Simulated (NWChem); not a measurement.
Species: HSOF2 cation; SMILES [OH+]=S(F)F

All runs: NWChem. Pople sets run with spherical d functions. Each level has its own optimisation; frequencies are unscaled.

```
level                r O–S (Å)  r H–O (Å)  r F–S (Å)  highest harmonic frequency (cm⁻¹)  lowest (cm⁻¹)  zero-point energy (kcal/mol)
-------------------  ---------  ---------  ---------  ---------------------------------  -------------  ----------------------------
BLYP/def2-SVP            1.568      1.002      1.593                               3403            285                          12.2
Hartree-Fock/3-21G       1.604      0.990      1.603                               3621            302                          13.2
PBE/def2-SVP             1.557      1.000      1.582                                  …              …                          12.4
Hartree-Fock/6-31G*      1.511      0.971      1.521                               3789            346                          14.3
PBE0/def2-SVP            1.531      0.988      1.553                               3592            317                          13.1
```

Task: Fill in the missing entries.

Result: 
- PBE/def2-SVP, highest harmonic frequency (cm⁻¹): 3439
- PBE/def2-SVP, lowest (cm⁻¹): 291
